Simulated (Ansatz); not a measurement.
A structure drawn as `FC1=CO[SiH2][SiH2]1`, with this starting geometry:

Cartesian coordinates in Å:
```
F -2.495 0.393 0.957
C -1.211 0.291 0.420
C -0.733 1.264 -0.342
O 0.464 1.347 -0.917
Si 1.405 -0.101 -0.632
Si -0.122 -1.180 0.712
H -1.313 2.223 -0.562
H 2.654 0.297 0.111
H 1.723 -0.786 -1.933
H -0.679 -2.416 0.083
H 0.307 -1.330 2.104
```

The species carries charge 0 and has multiplicity 1.

**Question.** Does it keep its bonds when Ansatz relaxes it at PBE-D4/def2-SVP and then PBE0-D4/def2-TZVP?

**Answer.** Yes, every drawn bond is still there and no new one forms.

**Question.** Give the relaxed structure. (Best estimate.)

**Answer.** Computed: 
Z-matrix (Å, degrees):
```
Si
O 1 1.690
Si 1 2.338 2 95.3
H 1 1.484 2 108.2 3 -120.9
H 1 1.484 2 108.2 3 120.9
C 2 1.353 1 117.0 3 0.0
C 3 1.866 1 86.1 2 -0.0
H 3 1.486 1 116.6 2 -114.3
H 3 1.486 1 116.6 2 114.3
H 6 1.086 2 114.0 1 180.0
F 7 1.353 3 123.8 1 -180.0
```
All modes are real.

Atoms count as bonded under 1.1 times the sum of their covalent radii (H–H under 0.85 Å, pairs among N, O and F under 1.55 Å), and a drawn bond as lost past 1.3 times.
